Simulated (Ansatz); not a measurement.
Al(PF3)Cl3 (AlPCl3F3) was relaxed with PBE-D4 (def2-SVP) in Ansatz in these states: charge +1 doublet, neutral singlet. The geometries follow in no particular order.

A:

```xyz
8

Al   -0.1783    1.4279   -0.1530
P     0.1302   -1.0479    0.1125
F     1.5713   -1.5640    0.5512
F    -0.1259   -1.9610   -1.1667
F    -0.7813   -1.7924    1.1851
Cl   -2.2109    1.3375   -0.7267
Cl    1.2959    1.6750   -1.6479
Cl    0.2991    1.9249    1.8455
```

B:

```xyz
8

Al   -0.674    1.049   -0.387
P     0.605   -0.940    0.347
F     0.341   -1.385    1.831
F     2.169   -0.785    0.282
F     0.330   -2.247   -0.483
Cl   -0.036    1.315   -2.405
Cl   -0.032    2.563    0.973
Cl   -2.704    0.430   -0.157
```

Q: Judge from the bond lengths which geometry belongs to which state (an estimate).

A: A is the neutral singlet (Al1–P2 2.509 Å, Al1–Cl6 2.114 Å, Al1–Cl8 2.114 Å); B is the charge +1 doublet (Al1–P2 2.475 Å, Al1–Cl6 2.134 Å, Al1–Cl8 2.134 Å).
